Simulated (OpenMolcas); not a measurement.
## V2+ in SrF2: curves along the breathing mode

V2+ with its 8 nearest fluoride ions, on the Sr site of SrF2 (a = 5.796 Å, distance in the model lattice 2.510 Å). The rest of the host is ab initio model potentials to 7.6 Å and point charges beyond; the distance is set by hand and nothing relaxes. Ligand basis ANO-RCC-VDZP.

```json
{
 "Program": "OpenMolcas 26.06",
 "Method": "SS-CASPT2, IPEA 0.25 Eh, imaginary shift 0.1 Eh (closed shells correlated: 3s 3p and the ligand valence shells)",
 "Basis": "ANO-RCC-VDZP [5s4p2d1f]",
 "Scalar Hamiltonian": "DKH2, point nucleus",
 "Active space": "3 electrons in 5 orbitals (3d)",
 "State averaging": "2S+1 = 4 even, 10 roots; 2S+1 = 2 even, 40 roots",
 "Spin-orbit coupling": "RASSI with atomic mean-field integrals over the reference wave functions"
}
```

Spin-free energies (labels of O, the rotations of Oh) in cm-1 above the lowest fitted minimum, as all ligands move together:

```
R (Å)    4T1    4T2     2E    4A2    2T1  4T1(2)  2T1(2)
2.174   2120   8580   9680  17660  15250   19130   18320
2.225    140   5780   8590  13800  13370   16430   16290
2.277    410   5230   9650  12430  13570   16020   16660
2.328   2670   6780  12540  13310  15800   17730   18710
2.379   6670  10320  17070  16140  19760   21270   22630
 2.43  12200  15400  23050  20680  25280   26460   28140
2.482  19330  21990  30500  26910  32340   33220   35210
```

Cubic fits give the following; the wavenumber is harmonic, with the mass of all moving ligands, small differences in it between states hang on the degree of the fit, a number in brackets counts states of one label, and the table is a selection of at most 14 states with clean curves.

| State | R0 (Å) | Breathing mode (cm-1) | Minimum (cm-1) |
| --- | --- | --- | --- |
| 4T1 | 2.245 | 423 | 0 |
| 4T2 | 2.263 | 429 | 5140 |
| 2E | 2.225 | 418 | 8610 |
| 4A2 | 2.282 | 432 | 12420 |
| 2T1 | 2.245 | 419 | 13190 |
| 4T1(2) | 2.260 | 427 | 15910 |
| 2T1(2) | 2.246 | 417 | 16200 |
| 2A1 | 2.263 | 428 | 17360 |
| 2T2(2) | 2.258 | 429 | 19520 |
| 2T1(3) | 2.262 | 434 | 21380 |
| 2E(2) | 2.261 | 431 | 22670 |
| 2T2(3) | 2.268 | 427 | 24190 |
| 2E(3) | 2.282 | 427 | 25750 |
| 2T1(4) | 2.272 | 424 | 26440 |

The minimum of 4T2 is shifted by +0.0178 Å against 4T1 (from the unrounded fits). With M = 152.0 u for the moving shell, the Huang-Rhys factor in this mode is S = M ω ΔR² / 2ħ = 0.01483 × 152.0 × 423 × 0.0178² = 0.30. Only the first shell moves, against a rigid host.

Roots that are degenerate in the reference are averaged as groups; the widest CASPT2 spread within a group is 590 cm-1 (the 3-fold group of multiplicity 2 near 12800 cm-1 above the lowest state of its run, R = 2.174). Shifts and gaps below about the spread of the groups concerned are not significant. Over all roots computed the reference weight is 0.69 to 0.70 in R = 2.174, 0.69 to 0.70 in R = 2.225, 0.69 to 0.70 in R = 2.277, 0.69 to 0.70 in R = 2.328, 0.69 to 0.70 in R = 2.379, 0.69 to 0.70 in R = 2.43, 0.69 to 0.70 in R = 2.482; a low but even weight reflects the number of correlated electrons. An orbital triplet at a regular site is open to Jahn-Teller coupling, which can distort the site and quench the lowest spin-orbit gaps and is left out. Ligand-to-metal charge-transfer states are missing. These CASPT2 states fit no ligand-field parameters well, so their order and spin gaps are uncertain. With no ligand orbital active B as a rule stays too high, so bands that hang on it stand too high and its fall with covalency is understated. With one d shell and no ligand orbital active, 10Dq can be off by tens of per cent for divalent 3d ions, low with halides held by bare charges and at times high in hosts. Free-ion shares, where given, are those of the reference states; single-state CASPT2 does not remix them. No measured value stands beside these numbers.
